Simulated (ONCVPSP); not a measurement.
**Cl (Z = 17): one change to an ONCV potential, before and after**

```
Element                 : Cl
Generator               : ONCVPSP 4.0.1
Type                    : optimised norm-conserving Vanderbilt (ONCV)
Functional              : Wu-Cohen
Relativity              : scalar-relativistic
Frozen core             : [Ne]
Valence charge          : 7
Reference configuration : 3s2 3p3 (charge +2)
Partial waves           : 3s: rc 1.00 bohr, ncon 4, nbas 9, qcut 8 1/bohr, local; 3p: rc 1.50 bohr, ncon 5, nbas 8, qcut 5.6 1/bohr, 2 projectors, debl 1.4 Ha
Local potential         : the s channel
Core correction         : polynomial model core, fcfact 0.35
```

Change: s: qcut 6.9.

Cutoffs: the cutoffs (Ha) at which the residual kinetic energy of the hardest occupied pseudo-wave falls to 1 and 0.1 mHa per electron; they do not see the model core or the augmentation charge, which bear on the density cutoff. Errors are all-electron minus pseudo energies relative to the spin-unpolarised reference configuration.

Task: Predict the effect on cutoff, ghosts and configuration errors.

Result: The potential gets harder (62 Ha and 229 Ha → 141 Ha and 238 Ha); the errors of the 4 common tests hardly move; neither file shows a bound ghost.

```csv
quantity,base,changed
"cutoff, loose",62 Ha,141 Ha
"cutoff, tight",229 Ha,238 Ha
loose cutoff by channel,"s 62 Ha, p 14 Ha","s 141 Ha, p 14 Ha"
bound ghosts,none,none
GHOST(+) flags under 300 eV,none,none
"error for 3s2 3p5, meV [ΔE -39.28 eV]",+22,+21
"error for 3s2 3p4, meV [ΔE -25.43 eV]",+9.7,+9.4
"error for 3s2 3p2, meV [ΔE 38.31 eV]",+14,+13
"error for 3s1 3p5, meV [ΔE -12.75 eV]",+9.0,+8.9
s: phases at 1.02 bohr within 0.05 rad from the reference energy up to (Ha; the scan ends near 5),0.6,1.1
p: phases at 1.53 bohr within 0.05 rad from the reference energy up to (Ha; the scan ends near 5),4.1,4.1
"rms error of d²Exc/dni dnj with the model core, mHa",0.30,0.32
```
